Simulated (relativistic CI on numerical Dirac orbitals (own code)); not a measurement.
# One change at a time: Hf³¹⁺

Base calculation: Dirac-Coulomb-Breit CI, orbitals from a KLI potential per configuration, a model potential for QED, unscaled Slater integrals.

Configuration list (outside the closed core [Ar] 3d10): 4s2 4p6 4d5, 4s2 4p5 4d6, 4s2 4p6 4d4 4f, 4s 4p6 4d6, 4s2 4p5 4d5 4f, 4s 4p6 4d5 4f, 4s2 4p6 4d4 5s, 4s2 4p6 4d3 4f 5s, 4s2 4p6 4d4 5p, 4s2 4p6 4d4 5d, 4s2 4p5 4d5 5s, 4s2 4p6 4d4 5f, 4s2 4p6 4d3 5s 5p, 4p6 4d6 4f, 4s2 4p6 4d4 5g, 4s2 4p6 4d4 6s, 4s2 4p6 4d4 6p, 4s 4p6 4d5 5p, 4p6 4d7, 4p5 4d8, 4p5 4d7 4f, 4s2 4p6 4d3 5s2, 4s2 4p6 4d2 4f 5s2, 4s2 4p5 4d3 4f 5s2, 4s 4p6 4d3 4f 5s2. Double excitations out of closed p, d and f shells are left out; levels of such configurations are missing from the list, as are those of other unlisted configurations, and high levels can miss mixing partners. These lack a partner that the ground configuration has and come out too high: 4s2 4p5 4d5 5s.

The lowest level and the first level of each name with at least 55 % of one term (blank where a level has no safe partner in the second run):

```csv
Level,Base (cm⁻¹),Shift (cm⁻¹)
4s2 4p6 4d5 4P_5/2,0,0
4s2 4p6 4d5 2I_13/2,243482,+6846
4s2 4p6 4d5 4D_1/2,243682,+2690
4s2 4p6 4d5 2G_7/2,279405,+5068
4s2 4p6 4d5 4F_5/2,287623,-228
4s2 4p6 4d5 2G_9/2,332112,+2366
4s2 4p6 4d5 2H_11/2,379468,+2725
4s2 4p6 4d5 2P_1/2,458970,+2535
4s2 4p5 4d6 6F°_9/2,1430277,
4s2 4p5 4d6 4H°_13/2,1457056,
4s2 4p5 4d6 4I°_15/2,1493333,
```

At this charge energies of transitions that change n are usually good to better than 1 %, and those within a shell (Δn = 0) to a few per cent. Terms inside the open d or f shell come out 10 to 20 % too wide with unscaled integrals.

Question: One thing was changed in a second run, which moved the levels as shown. Which?
A. QED terms removed
B. only the first configuration
C. Breit term removed

Answer: B. Only the first configuration. With fewer configurations the levels that remain lose their mixing partners.

LS names give the leading component of a level, which can be under half, so a name can repeat, a term be missing and a line seem to break the LS rules.
